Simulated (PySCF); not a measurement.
A structure optimised at PBE-D3(BJ)/def2-SVP, used in a PySCF frequency run:

```
Sn
O 1 1.9972
H 2 0.9783 1 109.08
O 1 1.9987 2 103.40 3 -39.76
H 4 0.9779 1 109.14 2 168.25
N 1 2.0513 2 110.18 3 -161.56
H 6 1.0312 1 107.92 2 -94.85
H 6 1.0316 7 106.46 1 -116.28
Br 1 2.5205 2 113.98 3 78.15
```

Q: Write its SMILES and formula.

A: [NH2][Sn]([OH])([OH])[Br], BrH4NO2Sn

Q: What are its rotational constants (standard atomic weights)?

A: 2.6986, 0.99957, 0.96850 GHz
